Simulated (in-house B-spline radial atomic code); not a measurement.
## Functionals against successive ionisation energies: Ho to Ho³⁺

Ionisation energies as differences of self-consistent total energies from an all-electron radial atomic-structure program (B-spline basis): all electrons, radial basis limit, scalar-relativistic (one-electron X2C), spin-polarised at highest spin, spherical densities; exact exchange is averaged over the determinants of each configuration. No spin-orbit coupling, Breit or QED terms. NIST's values run from ground level to ground level, so in open shells the differences also hold multiplet and fine-structure energies that spherical high-spin averages miss. Columns give computed minus NIST, in eV; a star marks a semi-empirical value. Species are left out where the tabulated value is theory, is uncertain by more than 0.12 eV, or (13 ions, such as In⁴⁺, Te⁴⁺ and Bi⁴⁺) lies off its series for all methods alike, which flatters the means a little.

| species | shell | NIST (eV) | PBE | RPBE | BP86 | LC-wPBE |
| --- | --- | --- | --- | --- | --- | --- |
| Ho | 6s | 6.02 | +0.04 | -0.02 | +0.18 | -0.31 |
| Ho⁺ | 6s | 11.78 ± 0.02* | +0.26 | +0.16 | +0.30 | -0.20 |
| Ho²⁺ | 4f | 22.79 ± 0.03* | +1.61 | +1.53 | +1.74 | +1.12 |
| Ho³⁺ | 4f | 42.52 ± 0.08* | +0.49 | +0.40 | +0.65 | +0.13 |

(1) How do the methods rank, and which species is hardest?

## Answers

(1) Mean absolute (signed) differences: LC-wPBE 0.44 (+0.19) eV; RPBE 0.53 (+0.52) eV; PBE 0.60 (+0.60) eV; BP86 0.72 (+0.72) eV. For Ho²⁺, which loses a 4f electron, the nearest method is off by +1.12 eV, the largest such miss.
